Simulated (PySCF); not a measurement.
Species: C₆H₁₁P.
Cartesian coordinates in Å at the GFN2-xTB level; atoms count from 1:
```xyz
18
C6H11P angstrom
C     -1.3443    0.2557   -0.5135
C     -1.3672   -0.8623    0.5426
P      0.2046   -0.7177    1.5408
C      1.3067   -1.0920    0.0801
C      1.1178    0.0440   -0.9396
C      0.0115    0.9583   -0.4074
C      0.2810    1.0837    1.0874
H     -2.1425    0.9741   -0.3168
H     -1.4959   -0.1418   -1.5178
H     -2.2251   -0.7660    1.2109
H     -1.4123   -1.8583    0.0983
H      2.3420   -1.1592    0.4206
H      1.0341   -2.0681   -0.3251
H      2.0429    0.6144   -1.0425
H      0.8570   -0.3450   -1.9246
H      0.0043    1.9198   -0.9276
H      1.2601    1.5090    1.3104
H     -0.4834    1.6577    1.6122
```

The closed-shell ground state was solved at several levels (PySCF, density fitting, gas phase, non-relativistic).

| level | basis functions | total energy (Eh) | HOMO (eV) | LUMO (eV) | gap (eV) | dipole (D) |
| --- | --- | --- | --- | --- | --- | --- |
| B3LYP/def2-SVPD | 232 | -576.3745 | -6.44 | 0.27 | 6.71 | 1.48 |
| PBE0/def2-SVPD | 232 | -575.9523 | -6.63 | 0.54 | 7.17 | 1.57 |

Problem. What might PBE0/pcSseg-1 (181 basis functions) give for the same quantities?

Solution. Total energy -576.1618 Eh, HOMO -6.69 eV, LUMO 0.95 eV, gap 7.64 eV, dipole 1.49 D.

Problem. Over all these levels, which gives the widest orbital gap and which the narrowest?

Solution. PBE0/pcSseg-1 (global hybrid, 25 % exact exchange) has the widest, 7.64 eV, and B3LYP/def2-SVPD (global hybrid, 20 % exact exchange) the narrowest, 6.71 eV. Functional and basis both differ between the two, so the spread mixes both effects.

Problem. How far do the dipole and the HOMO energy spread over the levels?

Solution. The dipole runs from 1.48 to 1.57 D (mean 1.51 D) and the HOMO from -6.69 to -6.44 eV.
